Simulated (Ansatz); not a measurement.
Cost and result for the atomization energy of C$_{2}$H$_{6}$F$_{2}$OSi, SMILES `C[SiH2]C(O)(F)F` (12 atoms, 11 bonds).

Cartesian coordinates in Å:
```
C 1.056 0.552 -1.319
Si -0.061 -0.752 -0.602
C -0.833 -0.076 1.031
O 0.128 0.240 1.932
F -1.709 -0.973 1.582
F -1.605 1.032 0.774
H 1.507 0.207 -2.252
H 1.856 0.795 -0.617
H 0.492 1.464 -1.527
H -1.206 -1.073 -1.489
H 0.669 -1.995 -0.247
H -0.295 0.579 2.734
```

Charge 0, multiplicity 1. All single points use the PBE0-D4/def2-TZVP geometry. It is one conformer, not always the lowest. Program: Ansatz. All runs use 4 threads of an Intel Xeon on a shared host. Times are those of one run each, without the atoms' runs, and a repeat can differ threefold. Electronic energies, without spin–orbit coupling; frozen cores. CCSD(T)/CBS adds CCSD(T) − MP2 in def2-TZVPP to the MP2 limit, and its time is that of the two runs behind it. T1 = 0.012. B3LYP takes the VWN-RPA correlation (the form of Gaussian; ORCA's B3LYP/G).

CCSD(T)/CBS is a level of theory with its own doubt, some kJ/mol a heavy atom from the limit and from the frozen cores, so smaller differences don't rank the functionals.

| level | functions | wall time |
| --- | --- | --- |
| PBE-D4/def2-TZVPP (with forces) | 281 | 2.6 s |
| PBE0-D4/def2-TZVPP | 281 | 3 s |
| r2SCAN-D4/def2-TZVPP (with forces) | 281 | 4.2 s |
| B3LYP-D4/def2-TZVPP (with forces) | 281 | 4.3 s |
| B2PLYP/def2-TZVPP | 281 | 5.5 s |
| ωB97X-V/def2-TZVPP | 281 | 7 s |
| ωB97M-V/def2-TZVPP (with forces) | 281 | 11 s |
| MP2/def2-QZVPP | 535 | 21 s |
| CCSD(T)/def2-TZVPP | 281 | 3.2 min |
| CCSD(T)/CBS(def2) | – | 3.6 min |

Problem. What atomization energy does each give, and how far from CCSD(T)/CBS? (An estimate is asked.)

Solution. The calculation gave: 
```json
{"level": "PBE-D4/def2-TZVPP (with forces)", "atomization (kJ/mol)": "4537.5", "difference from CCSD(T)/CBS": "97.5", "per bond": "8.9"}
{"level": "PBE0-D4/def2-TZVPP", "atomization (kJ/mol)": "4431.9", "difference from CCSD(T)/CBS": "-8.1", "per bond": "-0.7"}
{"level": "r2SCAN-D4/def2-TZVPP (with forces)", "atomization (kJ/mol)": "4454.1", "difference from CCSD(T)/CBS": "14.1", "per bond": "1.3"}
{"level": "B3LYP-D4/def2-TZVPP (with forces)", "atomization (kJ/mol)": "4421.7", "difference from CCSD(T)/CBS": "-18.3", "per bond": "-1.7"}
{"level": "B2PLYP/def2-TZVPP", "atomization (kJ/mol)": "4381.0", "difference from CCSD(T)/CBS": "-59.0", "per bond": "-5.4"}
{"level": "ωB97X-V/def2-TZVPP", "atomization (kJ/mol)": "4457.9", "difference from CCSD(T)/CBS": "17.9", "per bond": "1.6"}
{"level": "ωB97M-V/def2-TZVPP (with forces)", "atomization (kJ/mol)": "4455.1", "difference from CCSD(T)/CBS": "15.1", "per bond": "1.4"}
{"level": "MP2/def2-QZVPP", "atomization (kJ/mol)": "4485.5", "difference from CCSD(T)/CBS": "45.5", "per bond": "4.1"}
{"level": "CCSD(T)/def2-TZVPP", "atomization (kJ/mol)": "4320.1", "difference from CCSD(T)/CBS": "-119.9", "per bond": "-10.9"}
{"level": "CCSD(T)/CBS(def2)", "atomization (kJ/mol)": "4440.0", "difference from CCSD(T)/CBS": "0.0", "per bond": "0.0"}
```

From PBE to PBE0 (25 % exact exchange), in def2-TZVPP and without D4, the atomization energy moves by −102.1 kJ/mol: exact exchange takes away binding that semilocal exchange gives to molecules. The D4 term adds +36.5 kJ/mol with B3LYP and +19.2 kJ/mol with PBE0; it sums over pairs of atoms, weighted by their polarisabilities, and B3LYP, whose exchange is more repulsive, gets the larger term. In def2-TZVPP, CCSD(T) changes the Hartree–Fock value by +1148.0 kJ/mol (the triples alone add +69.4 kJ/mol) and MP2 by +1242.7 kJ/mol; breaking electron pairs costs correlation energy, which Hartree–Fock lacks.
